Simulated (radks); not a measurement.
Numerical settings for the helium ion He+, 1s1. Method: non-relativistic Kohn-Sham, PBE, spin-polarised, spherical densities, point nucleus; open shells are filled with parallel spins first; computed with a radial shooting solver on a logarithmic mesh with Libxc functionals. The defaults (mesh step 0.008 in ln r, mesh end at 40 bohr or more with all orbitals vanishing there, Anderson mixing 0.5 over 9 steps, residual threshold near 1e-9 with the energy settled to 1e-9 hartree or 1e-11 of itself, here a cap of 88 iterations) give E = -1.9938 hartree and 1s at -42.039 eV in 13 iterations. Run on one thread of a shared host, so times are rough (Arm Neoverse V1): 0.04 s of CPU time, 0.04 s wall, 13 iterations on 2476 mesh points. Changes against that run (0 stands for a change within the tolerance of the run):

| setting | iterations | converged | E (mhartree) | e(1s) (meV) | CPU (s) |
|---|---|---|---|---|---|
| mesh step in ln r 0.005 | 13 | yes | 0 | 0 | 0.05 |
| mesh step in ln r 0.2 | 88 | no | -6e+03 | - | 0.05 |
| mesh step in ln r 0.08 | 11 | yes | -0.00019 | -0.00586 | 0.01 |
| mesh end (bohr) 8 | 13 | yes | 0 | 0 | 0.04 |
| mesh end (bohr) 5 | 13 | yes | +0.00668 | +0.752 | 0.04 |
| residual threshold 0.01 | 6 | yes | 0 | -1.17 | 0.02 |
| residual threshold 0.1 | 6 | yes | 0 | -1.17 | 0.02 |
| mixing 0.05 | 16 | yes | 0 | 0 | 0.04 |
| linear mixing, mixing 0.5 | 88 | no | 0 | 0 | 0.17 |
| linear mixing, mixing 0.05 | 88 | no | +0.000103 | -137 | 0.19 |
| mixing history 3 | 14 | yes | 0 | 0 | 0.04 |
| iteration cap 2 | 2 | no | +0.333 | -8.63e+03 | 0.01 |

No run marked as converged misses the energy by more than 1 mhartree. A mesh that ends early acts as a hard wall.
